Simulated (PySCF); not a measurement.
## Two-component Hartree-Fock for V+ (vanadium, charge +1)

Start: [Ar] 3d4; 3d3/2 filled at m_j = -3/2, -1/2, +1/2, +3/2. Calculated with PySCF 2.14 in x2c-TZVPall-2c (6s7p4d1f, 54 functions): generalised Hartree-Fock with the X2C-1e Hamiltonian and a Gaussian nucleus; one run each with spin-orbit coupling (SO) switched off, then screened by Boettger's factors.

```tsv
spinor shell	electrons	ε, spin-free (eV)	ε, screened SO (eV)	weight of nominal j (screened SO)	rms radius, screened SO (bohr)
1s1/2	2	-5522.6	-5522.5	1.000	0.0768
2s1/2	2	-658.70	-658.68	1.000	0.332
2p1/2	2	-547.39	-552.55	0.985	0.301
2p3/2	4	-547.39	-544.83	0.993	0.303
3s1/2	2	-89.566	-89.558	1.000	1.03
3p1/2	2	-57.453	-58.713	0.658	1.12
3p3/2	4	-57.453	-56.820	0.829	1.13
3d3/2	4	-15.809	-15.811	0.507	1.67
```

| quantity | spin-free | screened SO |
| --- | --- | --- |
| E (hartree) | -947.89969 | -947.90912 |
| M_J | 0 | 0 |
| ⟨J²⟩ | 4.008 | 3.963 |
| ⟨L²⟩ | 6.008 | 6.007 |
| ⟨S²⟩ | 6.000 | 6.000 |

The determinant has a definite M_J but mixes levels of different J.

Each row is a mean over spinors that exchange with the open shell spreads, by up to 10.281 eV (3p3/2).

Rows whose weight is well below 1 are mixtures of j = l ± 1/2: exchange outweighs spin-orbit coupling there, and the label is only the starting occupation.

Without spin-orbit coupling the j labels of p, d and f shells carry no meaning; the spin-free column gives the mean over the occupied spinors of each nl shell, and its ⟨J²⟩ belongs to a mixture of degenerate components.
